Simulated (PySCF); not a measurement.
C6H2N4S2. Atoms are numbered in the order given.

```xyz
14

C      0.0000     0.0000    -1.4739
C      0.0000     1.1929    -0.7385
C      0.0000     1.1929     0.7385
C      0.0000     0.0000     1.4739
C      0.0000    -1.1929     0.7385
N      0.0000    -2.4431     1.2569
S      0.0000    -3.4719     0.0000
N      0.0000    -2.4431    -1.2569
C      0.0000    -1.1929    -0.7385
N      0.0000     2.4431     1.2569
S      0.0000     3.4719     0.0000
N      0.0000     2.4431    -1.2569
H      0.0000     0.0000    -2.5628
H      0.0000     0.0000     2.5628
```

The structure is a stationary point at B3LYP-D3(BJ)/def2-SVP.

Calculation: TDDFT-B3LYP/def2-SVP run with PySCF.

Vertical excitations. Isolated molecule, no solvent. State labels are in the subgroup D2h.

| state | symmetry | energy (eV) | λ (nm) | f | main pairs |
|---|---|---|---|---|---|
| S1 | B1u | 2.44 | 509 | 0.051 | HOMO→LUMO 100 % |
| S2 | Au | 3.76 | 330 | 0.000 | HOMO−2→LUMO 97 % |
| S3 | B2g | 3.77 | 329 | 0.000 | HOMO−3→LUMO 97 % |
| S4 | B3g | 3.91 | 317 | 0.000 | HOMO→LUMO+1 91 % |
| S5 | B2u | 3.92 | 317 | 0.393 | HOMO−1→LUMO 92 % |
| S6 | B3u | 4.36 | 285 | 0.002 | HOMO−5→LUMO 99 % |
| S7 | B1g | 4.82 | 257 | 0.000 | HOMO−6→LUMO 97 % |
| S8 | B3g | 4.84 | 256 | 0.000 | HOMO−4→LUMO 89 % |
| S9 | B1u | 5.32 | 233 | 0.009 | HOMO−8→LUMO 66 %, HOMO→LUMO+2 33 % |
| S10 | Ag | 5.39 | 230 | 0.000 | HOMO−1→LUMO+1 69 %, HOMO−7→LUMO 31 % |
| T1 | B1u | 1.15 | 1076 | 0 | HOMO→LUMO 98 % |
| T2 | B2u | 2.73 | 454 | 0 | HOMO−1→LUMO 99 % |
| T3 | B3g | 2.91 | 426 | 0 | HOMO→LUMO+1 73 %, HOMO−4→LUMO 23 % |
| T4 | Au | 3.35 | 370 | 0 | HOMO−2→LUMO 89 % |
Triplets are in the Tamm–Dancoff approximation, which puts them higher than full response would, so one can lie above its singlet here.
